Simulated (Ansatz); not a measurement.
Reaction (formal exchange of groups at the Sn–C bond): `SC[CH2][SnH3]` + ethylene → `C=[CH][SnH3]` + `CCS`

Program: Ansatz. Geometries: PBE0-D4/def2-TZVP. ΔE: electronic, gas phase. CCSD(T)/CBS is the MP2 limit (def2-TZVPP, def2-QZVPP) plus CCSD(T) − MP2 in def2-TZVPP, frozen cores. This one scheme is used for every species. DFT in def2-TZVPP. B3LYP here is the variant with VWN-RPA as its local correlation; programs differ in this. Elements past krypton have def2 core potentials. For Sn outer-core shells are correlated without core-valence functions, which leaves a few kJ/mol of doubt a bond. One conformer a species, not always the lowest.

```csv
level,ΔE (kcal/mol),difference from CCSD(T)/CBS
PBE0-D4,-1.7,-0.6
B3LYP-D4,-1.6,-0.5
PBE,-2.1,-1.0
PBE0,-2.1,-1.0
B3LYP,-2.2,-1.1
MP2/def2-TZVPP,-1.4,-0.3
CCSD(T)/def2-TZVPP,-1.6,-0.5
MP2/def2-QZVPP,-1.1,0.0
HF/CBS(def2),-2.8,-1.7
CCSD/CBS(def2),-1.2,-0.1
CCSD(T)/CBS,-1.1,0
```

Largest T1 diagnostic among the species: 0.013.

In def2-TZVPP, CCSD(T) changes the Hartree–Fock value by +1.2 kcal/mol (the triples alone add +0.1 kcal/mol) and MP2 by +1.4 kcal/mol.
